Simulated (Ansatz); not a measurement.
Geometry optimisation, RKS PBE-D4/def2-SVP (Ansatz 0.2.0).

Input file:

```yaml
crystal:
  periodic: [false, false, false]
  atoms:
    - { symbol: O, position_ang: [-0.11624, -1.47768, -0.25462] }
    - { symbol: B, position_ang: [-0.44629, -0.27539, -0.65189] }
    - { symbol: Si, position_ang: [0.36162, 1.07908, 0.59411] }
    - { symbol: Cl, position_ang: [-0.01844, 2.97134, 0.30386] }
    - { symbol: H, position_ang: [-0.38881, -2.28509, -0.7013] }
    - { symbol: H, position_ang: [-1.10954, -0.03288, -1.59121] }
    - { symbol: H, position_ang: [1.23881, 0.82275, 1.73962] }
total_charge: 1
basis:
  gaussian: { orbitals: def2-SVP }
hamiltonian:
  xc: pbe
  dispersion: d4
relax:
  f_tol: 0.015
  max_steps: 40
output:
  orbitals: {}
```

Launched with:

```bash
$ ansatz run input.yaml --threads 1 --pin off --max-ram 2048MiB --backend cpu --events-out ev --progress --plain --runs-dir out
```

Problem. Where does it end, and by what steps?

Solution. It converged. Limits of this set-up: the dipole of an ion depends on the origin. After 7 steps the energy has fallen by 0.143 eV; H7 moved furthest, 0.12 Å.

```csv
step,energy less start (eV),largest force component (eV/Å),accepted
0,0.0000,1.361,yes
1,-0.1155,0.600,yes
2,-0.1349,0.203,yes
3,-0.1398,0.120,yes
4,-0.1418,0.098,yes
5,-0.1426,0.082,yes
6,-0.1428,0.055,yes
7,-0.1429,0.007,yes
```

```xyz
7
Properties=species:S:1:pos:R:3
O -0.102 -1.570 -0.253
B -0.439 -0.346 -0.643
Si 0.378 1.091 0.617
Cl -0.028 3.026 0.280
H -0.446 -2.317 -0.791
H -1.117 0.006 -1.580
H 1.274 0.912 1.808
```

Whether the end is a true minimum wasn't checked by a vibrational analysis.

The run took 22 s on 1 CPU thread of a shared host.
